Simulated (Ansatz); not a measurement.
Compare A (`C=C(F)[SiH2]N`) with its isomer B (`C[Si]1(F)CN1`).

Gas-phase electronic energies from Ansatz, PBE0-D4/def2-TZVP geometries. CCSD(T)/CBS adds triple-zeta CCSD(T) − MP2 to the extrapolated MP2 energy (def2 sets, frozen cores). Functionals use def2-TZVPP. B3LYP here is the variant with VWN-RPA as its local correlation; programs differ in this. One conformer a species, not always the lowest.

(1) Which isomer does CCSD(T)/CBS put lower? Give the gap. (An estimate is asked.)

(2) Give E(B) − E(A) in kcal/mol with B3LYP, B3LYP-D4, CCSD(T)/def2-TZVPP, PBE0-D4, MP2/def2-TZVPP, r2SCAN-D4, ωB97M-V. (Best estimate.)

Largest T1 diagnostic: 0.012.

Results:

(1) Ansatz gave: B, by 34.0 kcal/mol.

(2) Computed: B3LYP -30.6, B3LYP-D4 -30.8, CCSD(T)/def2-TZVPP -33.2, PBE0-D4 -35.3, MP2/def2-TZVPP -37.2, r2SCAN-D4 -35.2, ωB97M-V -34.2. None reverses the order clearly.

From PBE to PBE0 (25 % exact exchange), in def2-TZVPP and without D4, E(B) − E(A) moves by −1.9 kcal/mol. In def2-TZVPP, CCSD(T) changes the Hartree–Fock value by −5.4 kcal/mol (the triples alone add +0.1 kcal/mol) and MP2 by −9.4 kcal/mol.
